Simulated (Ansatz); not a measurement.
This geometry of AlH3O + FGeH3 (10 atoms, charge 0, multiplicity 1) is a first-order saddle point.

Method: Ansatz 0.2.0, RKS PBE-D4/def2-SVP.

```xyz
10
Properties=species:S:1:pos:R:3
Ge -0.039 0.055 -0.178
F -0.305 0.708 1.733
H 1.165 -0.788 0.314
H 0.222 1.524 -0.599
H -0.531 -0.664 -1.494
O -1.885 -0.407 0.610
Al -3.374 -1.212 0.184
H -3.458 -1.816 -1.282
H -4.490 -1.255 1.316
H -1.445 0.115 1.457
```

**Question.** Which two structures does it join? (They come from a converged band through this point; their orientation in space is the band's.)

**Answer.** Bonds broken: Ge1–F2, O6–H10. Bonds formed: Ge1–O6, F2–H10. AlH3O + FGeH3 becomes AlGeH5O + FH.

First end point:

```xyz
10
Properties=species:S:1:pos:R:3
Ge 0.574 0.398 -0.152
F 0.228 -0.696 1.222
H 2.093 0.674 -0.010
H -0.267 1.674 0.062
H 0.249 -0.382 -1.443
O -2.273 -0.645 0.310
Al -3.916 -1.147 0.381
H -4.412 -2.164 1.514
H -4.854 -0.528 -0.747
H -1.561 -0.923 0.925
```

Last end point:

```xyz
10
Properties=species:S:1:pos:R:3
Ge -0.237 0.066 -0.500
F -0.389 0.204 2.502
H 0.935 -0.836 -0.058
H -0.007 1.563 -0.196
H -0.587 -0.158 -1.998
O -1.712 -0.455 0.444
Al -3.260 -1.151 0.083
H -3.611 -1.462 -1.444
H -4.201 -1.413 1.338
H -1.069 -0.097 1.892
```

**Question.** How far does it lie above each of them?

**Answer.** 72.7 kJ/mol above the first and 60.0 kJ/mol above the second. This is the barrier of this one path; another mechanism may lie lower. The orbitals stay closed-shell, which can raise the energy where a bond breaks towards radicals; this wasn't checked here.

Time of the run: 5.8 min on 4 threads of Arm Neoverse V1, on a shared host, peak memory 0.16 GiB.
